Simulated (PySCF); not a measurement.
C5H7FNO2 (doublet state).
Z-matrix (Å and degrees, GFN2-xTB geometry), rows numbered from 1:
```
C 
O   1  1.4092
C   2  1.4147  1  113.35
N   3  1.4352  2  108.20  1   179.41
C   4  1.3559  3  115.91  2  -113.26
O   5  1.2015  4  125.95  3   175.46
C   5  1.5344  4  107.57  3    -6.04
C   7  1.4764  5  103.00  4     0.58
F   8  1.3510  3  117.93  2  -107.50
H   1  1.0962  2  111.03  3    59.38
H   1  1.0951  2  111.19  3   -62.11
H   1  1.0870  2  106.10  3   178.56
H   3  1.1098  2  108.51  1   -58.72
H   4  1.0081  3  120.58  2    50.62
H   7  1.0950  5  107.92  4   121.15
H   7  1.0932  5  112.21  4  -121.05
```

The hyperfine couplings belong to this conformer and change with its torsions.

The species is `CO[C@@H]1NC(=O)C[C]1F` [radical].

Method: UKS B3LYP, pcH-1 on C F H N O, non-relativistic, mean-field spin-orbit, GIAO in PySCF 2.14.0. Geometry: GFN2-xTB, one conformer, isolated molecule. The geometry wasn't refined by DFT: couplings that depend on bond lengths, twists or pyramidal angles can differ widely from those at the functional's own minimum. The SCF solution wasn't tested for stability.

Question: Match the computed a_iso(13C) values +217.7, +24.5, -19.3, -15.8, +3.7 MHz with the sites C1; C3; C5; C7; C8.

Answer: 
```json
{"site": "C1", "a_iso (MHz)": "+3.7", "ρ(0) (bohr⁻³)": "+0.0033", "position": "3 bonds from C8", "distance from C8 (Å)": "2.99", "spin population": "0.00", "largest |T| (MHz)": "1.2"}
{"site": "C3", "a_iso (MHz)": "-19.3", "ρ(0) (bohr⁻³)": "-0.0172", "position": "1 bond from C8", "distance from C8 (Å)": "1.50", "spin population": "-0.03", "largest |T| (MHz)": "6.3"}
{"site": "C5", "a_iso (MHz)": "+24.5", "ρ(0) (bohr⁻³)": "+0.0218", "position": "2 bonds from C8", "distance from C8 (Å)": "2.36", "spin population": "+0.02", "largest |T| (MHz)": "3.9"}
{"site": "C7", "a_iso (MHz)": "-15.8", "ρ(0) (bohr⁻³)": "-0.0140", "position": "1 bond from C8", "distance from C8 (Å)": "1.48", "spin population": "-0.07", "largest |T| (MHz)": "4.6"}
{"site": "C8", "a_iso (MHz)": "+217.7", "ρ(0) (bohr⁻³)": "+0.1937", "position": "largest spin population", "distance from C8 (Å)": "0.00", "spin population": "+0.89", "largest |T| (MHz)": "161.6"}
```

Question: Match the computed a_iso(17O) values -17.3, -1.2 MHz with the sites O2; O6.

Answer: 
| site | a_iso (MHz) | ρ(0) (bohr⁻³) | position | distance from C8 (Å) | spin population | largest \|T\| (MHz) |
| --- | --- | --- | --- | --- | --- | --- |
| O2 | -17.3 | +0.0285 | 2 bonds from C8 | 2.46 | +0.02 | 9.8 |
| O6 | -1.2 | +0.0020 | 3 bonds from C8 | 3.53 | +0.01 | 4.6 |

Question: The isotropic 1H couplings, averaged over equivalent nuclei, are +104.5, +46.5, +14.6, +5.2, -0.6 MHz. Assign them to H10/H11/H12; H13; H14; H15; H16.

Answer: 
```csv
site,a_iso (MHz),ρ(0) (bohr⁻³),position,distance from C8 (Å),bound to,spin population there,largest |T| (MHz)
H10/H11/H12,-0.6,-0.0001,4 bonds from C8,3.35,C1,0.00,5.1
H13,+14.6,+0.0033,"β, 2 bonds from C8",2.16,C3,-0.03,9.3
H14,+5.2,+0.0012,"γ, 3 bonds from C8",3.25,N4,+0.01,4.5
H15,+104.5,+0.0234,"β, 2 bonds from C8",2.16,C7,-0.07,10.9
H16,+46.5,+0.0104,"β, 2 bonds from C8",2.15,C7,-0.07,7.8
```

ρ(0) is the spin density at the nucleus and T the dipolar tensor; entries for several nuclei are means. The largest Mulliken spin populations are on C8 (+0.89), F9 (+0.07) and C7 (-0.07). No atom but C8 exceeds +0.15. The positive populations add up to 1.10 and the negative ones to -0.10, together 2S = 1. The angles at C8 add up to 348.6°, so it is slightly pyramidal.

Examples of negative spin density at the nucleus (bohr⁻³): C3 (-0.0172) and C7 (-0.0140).

Means are taken over nuclei equivalent by connectivity, which assumes that they swap fast.
